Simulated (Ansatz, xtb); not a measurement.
# A geometry optimisation of CHB2FO with r2SCAN-D4/def2-SVP

The starting geometry of this gas-phase singlet was built from a drawn formula by distance geometry and a force field; its bonds are those of `O=C1BB1F`.

```yaml
atoms:
  - { symbol: C, position_ang: [-2.9851, -0.7379, 1.5764] }
  - { symbol: B, position_ang: [-1.7344, -0.4586, 0.6956] }
  - { symbol: B, position_ang: [-1.6393, -0.3202, 2.2929] }
  - { symbol: F, position_ang: [-0.9194, -0.0255, 3.4778] }
  - { symbol: O, position_ang: [-4.1307, -1.1100, 1.6284] }
  - { symbol: H, position_ang: [-1.1997, -0.3238, -0.4098] }
```

Problem. Predict what becomes of its bonds when it is optimised with r2SCAN-D4/def2-SVP.

Solution. A bond breaks, leaving `O=C=[BH-][B+]F`. Contacts that open: C1–B3 (1.58 → 2.48 Å).

The energy falls by 2.85 eV over 14 steps:

| step | E − E(last) (eV) |
| --- | --- |
| 1 | 2.854 |
| 2 | 1.579 |
| 4 | 0.309 |
| 5 | 0.130 |
| 7 | 0.057 |
| 8 | 0.039 |
| 10 | 0.005 |
| 11 | 0.001 |
| 13 | 0.000 |
| 14 | 0.000 |

Final geometry (Å):

```json
{"atom": "C", "x (Å)": "-3.2496", "y (Å)": "-0.8630", "z (Å)": "1.1801"}
{"atom": "B", "x (Å)": "-1.8655", "y (Å)": "-0.4524", "z (Å)": "0.9938"}
{"atom": "B", "x (Å)": "-1.1798", "y (Å)": "-0.1749", "z (Å)": "2.3514"}
{"atom": "F", "x (Å)": "-0.6153", "y (Å)": "0.0535", "z (Å)": "3.4758"}
{"atom": "O", "x (Å)": "-4.3482", "y (Å)": "-1.1879", "z (Å)": "1.3509"}
{"atom": "H", "x (Å)": "-1.3503", "y (Å)": "-0.3513", "z (Å)": "-0.0907"}
```

From the same start GFN2-xTB reaches the same bonding as this run.

No frequencies were run, so the end isn't proven a minimum. Run with Ansatz 0.2.0, 22 s on 2 threads of Intel(R) Xeon(R) Platinum 8259CL CPU @ 2.50GHz (Skylake/Cascade Lake), with other jobs on the host.
